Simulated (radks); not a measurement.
Results of a calculation; reference values are marked as such.
Cr XVI, configuration [He] 2s2 2p5 (the NIST ground configuration).

Level of theory: Dirac Kohn-Sham, LDA (Slater exchange, Perdew-Wang correlation), spin-unpolarised, spherical densities, point nucleus; open shells are shared between the two j in proportion to 2j + 1 (a radial shooting solver on a logarithmic mesh with Libxc functionals).

Energy parts (eV):
total: -25148.287
kinetic: 25468.837
electron-nucleus: -54736.898
Hartree: 4988.667
exchange-correlation: -868.893

Orbitals (lengths in bohr, moments of r in powers of bohr):
| orbital | occ. | eigenvalue (eV) | <1/r> |
|---|---|---|---|
| 1s1/2 | 2 | -6417.575 | 23.86 |
| 2s1/2 | 2 | -1154.714 | 5.230 |
| 2p1/2 | 1.66667 | -1065.914 | 5.177 |
| 2p3/2 | 3.33333 | -1056.516 | 5.101 |

The highest occupied level is 2p3/2 at -1056.5 eV. Summed over all electrons, <r^2> = 0.5797 bohr^2, which gives a Langevin (diamagnetic) susceptibility term of -0.459 x 10^-6 cm^3/mol.
